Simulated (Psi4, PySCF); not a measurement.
Here is a job for Psi4.
```
memory 2 GB

molecule mol {
0 3
  Al   -0.366336    0.172595   -0.154901
  F    -1.163782   -1.344110    0.290905
  F     0.581934    1.618241   -0.536932
  F     1.110999   -0.523434    0.469773
}

set basis 6-311g**
set reference uks
set scf_type pk
set puream true
set d_convergence 1e-8
set dft_radial_points 99
set dft_spherical_points 590

energy('b3lyp5')
print_variables()
```

### Question
Convert this to an input for PySCF.

### Answer
Several could match; the one computed here: 
```python
from pyscf import gto, scf, dft

mol = gto.M(
    atom='''
Al   -0.366336    0.172595   -0.154901
F    -1.163782   -1.344110    0.290905
F     0.581934    1.618241   -0.536932
F     1.110999   -0.523434    0.469773
''',
    basis='6-311g**',
    charge=0,
    spin=2,
    verbose=3,
)

mf = dft.UKS(mol)
mf.xc = 'b3lyp5'
mf.grids.atom_grid = (99, 590)
mf.grids.prune = None
mf.kernel()
```

Both were run: Psi4 gave -541.899576 Eh and PySCF -541.899576 Eh, 0.001 mEh apart.
